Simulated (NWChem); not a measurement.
# C3H2N2O; SMILES C1=NC=NC1=O

```xyz
8

O      0.0792    -1.9758     0.0000
C      0.0001    -0.7852     0.0000
C      1.1434     0.2344     0.0000
N      0.6678     1.4139     0.0000
C     -0.7667     1.1965     0.0000
N     -1.1943    -0.0047     0.0000
H      2.2101    -0.0077     0.0000
H     -1.4192     2.0752     0.0000
```
Atoms are numbered in this order, from 1.

Computed with NWChem. Medium grid unless said otherwise, to which SCAN and Minnesota functionals are sensitive. Structure relaxed at the PBE0/def2-SVP level. Total energies of different functionals are on different scales.

```tsv
level	energy (Ha)	highest occupied level (eV)	orbital gap (eV)	dipole (D)
B3LYP/def2-TZVP	-300.3098	-8.11	4.00	2.21
Hartree-Fock/def2-TZVP	-298.5986	[?]	[?]	[?]
M06-2X/def2-TZVP	-300.1928	-9.88	6.99	2.27
r2SCAN/def2-TZVP	-300.1505	-7.06	2.26	2.14
```

**Question.** Fill in the missing entries.

**Answer.** 
- Hartree-Fock/def2-TZVP, highest occupied level (eV): -11.96
- Hartree-Fock/def2-TZVP, orbital gap (eV): 12.10
- Hartree-Fock/def2-TZVP, dipole (D): 2.83
